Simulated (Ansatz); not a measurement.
Input (CCSDT(Q)/cc-pV(D+d)Z; Ansatz, a program for electronic structure): A basis named .json is the Basis Set Exchange file of that set.

Ansatz 0.2 input:
```yaml
crystal:
  periodic: [false, false, false]
  atoms:
    - {symbol: Si, position_ang: [-0.85733655, -0.06026829, -0.42493409]}
    - {symbol: C, position_ang: [0.77938515, 0.05478853, 0.38629791]}
    - {symbol: C, position_ang: [1.86300764, 0.13096408, 0.92338937]}
    - {symbol: H, position_ang: [-0.94447644, 0.97777171, -1.47260214]}
    - {symbol: H, position_ang: [-0.99811797, -1.40214243, -1.02683370]}
    - {symbol: H, position_ang: [-1.90905061, 0.15361116, 0.59038944]}
basis:
  gaussian:
    orbitals: cc-pV_D+d_Z.json
magnetization: {spin_polarized: true, initial_magnetization: 1}
correlation: {method: ccsdt_q, electrons: outside_noble_gas}
```

Output:

```
Functional definition: HF
integrals: 0.10 GiB planned
1265 factors; integrals over basis functions are off by at most 1.6e-7 eV
mean field: 0.20 GiB planned
mean field evaluation 1: about -9964.2246 eV, gradient 1.4e1 eV
mean field evaluation 2: about -9964.2302 eV, gradient 1.4e1 eV
mean field evaluation 4: about -9966.4098 eV, gradient 3.5e0 eV
mean field evaluation 8: about -9966.7982 eV, gradient 1.0e0 eV
mean field evaluation 16: about -9966.0263 eV, gradient 5.8e0 eV
mean field evaluation 32: about -9966.4024 eV, gradient 2.0e-2 eV
mean field evaluation 64: about -9966.4024 eV, gradient 1.5e-2 eV
mean field evaluation 96: about -9966.3710 eV, gradient 3.5e-3 eV
mean field evaluation 128: about -9966.3710 eV, gradient 2.8e-3 eV
mean field evaluation 160: about -9966.3710 eV, gradient 2.0e-3 eV
mean field -9966.92459552 eV, -366.2777230611 hartree, gradient 8.8e-6 eV, S^2 1.159022; 7 other end points of the search recorded, 0 dependent functions left out
determinant -9966.92459552 eV, -366.2777230611 hartree, with singles and doubles -9976.38748633 eV, -366.6254778845 hartree
determinant -9966.40243778 eV, -366.2585341181 hartree, with singles and doubles -9975.76338385 eV, -366.6025425411 hartree
determinant -9966.37101754 eV, -366.2573794456 hartree, with singles and doubles -9975.62306343 eV, -366.5973858608 hartree
determinant -9966.36530514 eV, -366.2571695190 hartree, with singles and doubles -9976.12054915 eV, -366.6156681239 hartree
determinant -9966.92459552 eV, -366.2777230611 hartree, with singles and doubles -9976.39679203 eV, -366.6258198624 hartree
determinant -9966.36530514 eV, -366.2571695190 hartree, with singles and doubles -9976.37468143 eV, -366.6250073131 hartree
7 core orbitals not correlated
reference -9966.92459552 eV, -366.2777230611 hartree; 8, 7 occupied and 51, 52 virtual orbitals, 1265 factors
second order -7.91518315 eV of doubles, -0.00000000 eV of singles
coupled cluster: 2.64 GiB planned
cycle   1  -8.63429162 eV  change   -7.2e-1 eV  update   1.2e-1
cycle   2  -9.34274142 eV  change   -7.1e-1 eV  update   6.2e-2
cycle   3  -9.79352066 eV  change   -4.5e-1 eV  update   4.9e-2
cycle   4  -9.83877575 eV  change   -4.5e-2 eV  update   2.7e-2
cycle   5  -9.87125916 eV  change   -3.2e-2 eV  update   1.4e-2
cycle   6  -9.89157686 eV  change   -2.0e-2 eV  update   6.6e-3
cycle   7  -9.89229033 eV  change   -7.1e-4 eV  update   3.9e-3
cycle   8  -9.89786061 eV  change   -5.6e-3 eV  update   2.5e-3
cycle   9  -9.90302814 eV  change   -5.2e-3 eV  update   1.2e-3
cycle  10  -9.90194905 eV  change    1.1e-3 eV  update   5.7e-4
cycle  11  -9.90223316 eV  change   -2.8e-4 eV  update   3.3e-4
cycle  12  -9.90247530 eV  change   -2.4e-4 eV  update   1.8e-4
cycle  13  -9.90249914 eV  change   -2.4e-5 eV  update   1.2e-4
cycle  14  -9.90273163 eV  change   -2.3e-4 eV  update   5.6e-5
cycle  15  -9.90275136 eV  change   -2.0e-5 eV  update   2.7e-5
cycle  16  -9.90272754 eV  change    2.4e-5 eV  update   1.1e-5
cycle  17  -9.90271662 eV  change    1.1e-5 eV  update   6.0e-6
cycle  18  -9.90270170 eV  change    1.5e-5 eV  update   3.0e-6
cycle  19  -9.90269694 eV  change    4.8e-6 eV  update   1.7e-6
cycle  20  -9.90269546 eV  change    1.5e-6 eV  update   9.7e-7
coupled cluster: 2.64 GiB planned
perturbative correction -0.03581900 eV, -0.0013163241 hartree
Total energy: -9976.86310998 eV, -366.6429567312 hartree
```

The determinant is spin-contaminated: <S^2> is 1.16, 0.41 over the pure value. The CCSD(T) runs of this state have a T1 diagnostic of up to 0.053.
